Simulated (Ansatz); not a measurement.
The cluster Fe3S4. Charge 0, multiplicity 1. Geometry r2SCAN-D4/def2-SVP, basis def2-TZVP, Ansatz.

| atom | x (Å) | y (Å) | z (Å) |
| --- | --- | --- | --- |
| Fe1 | -0.6715 | -0.7891 | -0.0056 |
| Fe2 | 1.5157 | 0.2372 | -0.0417 |
| Fe3 | -0.4120 | 1.3147 | 0.4705 |
| S4 | 0.3835 | -0.1380 | 1.7827 |
| S5 | -2.4411 | -1.6040 | 0.2997 |
| S6 | 0.8982 | 2.0336 | -0.9829 |
| S7 | 0.7272 | -1.0544 | -1.5225 |

```json
{"run": "A", "HOMO (eV)": "-8.93", "LUMO (eV)": "-2.52"}
{"run": "B", "HOMO (eV)": "-5.09", "LUMO (eV)": "-4.82"}
{"run": "C", "HOMO (eV)": "-4.88", "LUMO (eV)": "-4.81"}
{"run": "D", "HOMO (eV)": "-6.35", "LUMO (eV)": "-4.07"}
```

Another isomer (singlet) lies 0.83 eV lower at PBE0-D4/def2-TZVP; other spin states weren't run for this one.

Problem. The runs used HF, PBE, PBE0, r2SCAN. Estimate which is which.

Solution. A HF (100 % exact exchange); B r2SCAN (0 % exact exchange); C PBE (0 % exact exchange); D PBE0 (25 % exact exchange). Exact exchange lowers occupied and raises empty levels; among semilocal functionals meta-GGAs tend to open the gap a little, and such runs are hard to tell apart. The gap grows from 0.07 eV (PBE) to 6.40 eV (HF).
